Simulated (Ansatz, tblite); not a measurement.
Cost and result up the ladder for (KOH)2 ring (K₂O₂H₂) (6 atoms). Charge 0, multiplicity 1. Geometry: PBE0-D4/def2-TZVP.

```xyz
6

K     1.7314   -0.0413    0.0850
O    -0.0840   -1.4176    0.9992
K    -1.7305    0.0381   -0.0895
O     0.0847    1.4159   -1.0016
H    -0.1232   -2.1943    1.5554
H     0.1216    2.1992   -1.5485
```

Ansatz on 4 threads of Arm Neoverse V1 on a shared host; xTB runs through tblite on one thread. Times are rough, summed over both states, and most runs start from the orbitals of an earlier one. PBE0-D4/def2-TZVP serves as the yardstick here, not as an exact answer. The other state is a triplet.

The xTB rows come from tblite. HOMO above LUMO, or a gap near zero within one spin, warns that the state may not be the lowest or that an electron is smeared out.

xTB has no spin-polarisation term.

```
                          level  functions  wall time  vertical triplet (eV)  difference from PBE0-D4/def2-TZVP (eV)                                  remarks
                       GFN1-xTB         20    0.005 s                   4.74                                    0.61                                        –
                       GFN2-xTB         18    0.006 s                   2.42                                   -1.71                                        –
               PBE-D4/def2-TZVP        140      7.3 s                   3.62                                   -0.50  gap within one spin near zero (triplet)
PBE0-D4/def2-TZVP (with forces)        140       10 s                   4.13                                    0.00                                        –
            r2SCAN-D4/def2-TZVP        140       17 s                   3.91                                   -0.21  gap within one spin near zero (triplet)
```
